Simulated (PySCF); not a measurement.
Deuteron quadrupole couplings in `F[C@@H]1C[SiH2][C@H](F)C1`

Species: C₄H₈F₂Si.
Structure used (PBE0-D3(BJ)/def2-SVP), in Å, numbered top down from 1:
```xyz
15
C4H8F2Si angstrom
F     -1.2494   -1.7886    0.6766
C     -0.5568   -0.6092    0.8241
C     -1.3718    0.5786    0.3243
Si    -0.0650    1.9207    0.0188
C      1.4206    0.6984    0.1379
F      2.3737    0.8552   -0.8474
C      0.7578   -0.6721    0.0557
H     -0.3486   -0.4917    1.9050
H     -1.8183    0.2970   -0.6445
H     -2.1940    0.8428    1.0042
H     -0.1738    2.5465   -1.3301
H     -0.0260    2.9839    1.0671
H      1.9274    0.8126    1.1145
H      1.4043   -1.4832    0.4247
H      0.5273   -0.8854   -1.0026
```

Level: PBE0/pcSseg-1 (PySCF, non-relativistic); Q(2H) = 0.00286 b; rigid geometry, the same for H and D, with no vibrational averaging.

Problem. Rank these positions by the coupling χzz of a deuteron there, largest first.
A. H12 (Si–H hydrogen)
B. H13 (methine hydrogen)
C. H10 (methylene hydrogen)
D. H8 (methine hydrogen)
E. H9 (methylene hydrogen)
F. H15 (methylene hydrogen)

Solution. C (200 kHz), E (194 kHz), F (188 kHz), B (183 kHz), D (179 kHz), A (94 kHz).

Problem. What are Vzz, η and χzz (234.96 MHz × Q × Vzz) at all hydrogens?

Solution. 
| atom | bonded to | bond length (Å) | Vzz (au) | η | χzz (kHz) |
| --- | --- | --- | --- | --- | --- |
| H8 | C2 | 1.107 | 0.2658 | 0.08 | 179 |
| H9 | C3 | 1.103 | 0.2888 | 0.04 | 194 |
| H10 | C3 | 1.099 | 0.2980 | 0.04 | 200 |
| H11 | Si4 | 1.491 | 0.1420 | 0.01 | 95 |
| H12 | Si4 | 1.494 | 0.1400 | 0.01 | 94 |
| H13 | C5 | 1.106 | 0.2727 | 0.11 | 183 |
| H14 | C7 | 1.101 | 0.2874 | 0.01 | 193 |
| H15 | C7 | 1.104 | 0.2800 | 0.01 | 188 |

Problem. Average by the element that carries the hydrogen.

Solution. on C: 190 kHz over 6 positions, mean bond length 1.103 Å; on Si: 95 kHz over 2 positions, mean bond length 1.492 Å.

Problem. A static deuteron (I = 1) shows a doublet split by (3/2)χ, (3/4)χ(1 + η) and (3/4)χ(1 − η) with the field along z, y and x of the gradient. What are these for H15?

Solution. With |χ| = 188.2 kHz and η = 0.009: 282, 142 and 140 kHz, to first order and without motion.

Isolated species at its PBE0-D3(BJ)/def2-SVP geometry (one conformer only). These gradients aren't converged with respect to the basis.
